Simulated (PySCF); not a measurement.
# Löwdin shares of the frontier orbitals

C7H11NOSi.
Cartesian coordinates in Å at the PBE0-D3(BJ)/def2-SVP level; atoms count from 1:
```xyz
21
C7H11NOSi angstrom
C      3.211   -0.887   -0.012
C      3.383    0.339   -0.710
C      2.129    0.763   -1.094
N      1.208   -0.153   -0.660
C     -0.218   -0.059   -0.873
C     -0.760   -1.207   -1.746
O     -2.166   -1.199   -1.685
Si    -2.755   -0.526   -0.257
C     -1.064   -0.016    0.410
C      1.859   -1.161    0.002
H      3.989   -1.503    0.433
H      4.320    0.855   -0.909
H      1.813    1.648   -1.644
H     -0.382    0.880   -1.425
H     -0.435   -1.086   -2.792
H     -0.356   -2.171   -1.384
H     -3.467   -1.532    0.583
H     -3.684    0.602   -0.559
H     -0.705   -0.773    1.127
H     -1.010    0.962    0.907
H      1.316   -1.998    0.436
```

The calculation used TDDFT wB97X-D/def2-SVPD, vertical, gas phase, core orbitals frozen in the response (PySCF 2.14.0, density-fitted response routines).

Frontier orbitals with the atoms that hold most of them (Löwdin shares over 4%, at most four atoms; ? is withheld):

```tsv
orbital	ε (eV)	atoms
HOMO-3	-10.95	O7 28%, C9 25%, Si8 14%, C5 6%
HOMO-2	-10.09	O7 49%, C6 12%, Si8 10%, H16 7%
HOMO-1	-8.64	?
HOMO	?	C10 27%, C3 27%, C2 15%, C1 14%
LUMO	1.83	?
LUMO+1	1.98	Si8 32%, C9 8%, H14 7%, H20 6%
LUMO+2	2.41	C10 15%, N4 15%, C3 14%, C1 10%
```

(1) Which atoms hold the HOMO-1, and with what shares?

(2) Which atoms hold the LUMO, and with what shares?

(3) What is the HOMO energy, and the HOMO–LUMO gap?

Answers

(1) N4 (bonded to 3 C) 26%; C1 (bonded to 2 C and H) 23%; C2 (bonded to 2 C and H) 22%; C10 (bonded to C, N and H) 6%. By element: carbon 51% or more, nitrogen 26%.

(2) Si8 (bonded to C, O and 2 H) 38%; H17 (bonded to Si) 13%; O7 (bonded to C and Si) 12%; H18 (bonded to Si) 12%. By element: silicon 38%, hydrogen 25% or more, oxygen 12%.

(3) ε(HOMO) = -8.01 eV; the gap is 9.85 eV (0.3618 hartree).

The HOMO–LUMO gap is 9.85 eV. Where does the response calculation put the lowest singlet, and from which orbitals?

S1 is at 6.26 eV (f = 0.109), 3.58 eV below the gap, made of HOMO→LUMO+2 (84%). Its leading pair isn't HOMO and LUMO; the energies of that pair differ by 10.42 eV. Without the coupling terms of the response equations the lowest excitation would equal the gap.

Next come S2 at 6.37 eV (f 0.0006), HOMO→LUMO+1 (44%), HOMO→LUMO+3 (26%), HOMO→LUMO+5 (15%); S3 at 6.52 eV (f 0.070), HOMO-1→LUMO+2 (58%), HOMO→LUMO+8 (9%); S4 at 6.88 eV (f 0.032), HOMO→LUMO+4 (60%), HOMO→LUMO+3 (14%), HOMO-1→LUMO+1 (8%); S5 at 7.03 eV (f 0.0014), HOMO→LUMO (28%), HOMO-2→LUMO (22%), HOMO→LUMO+1 (20%).

One conformer stands for the species.
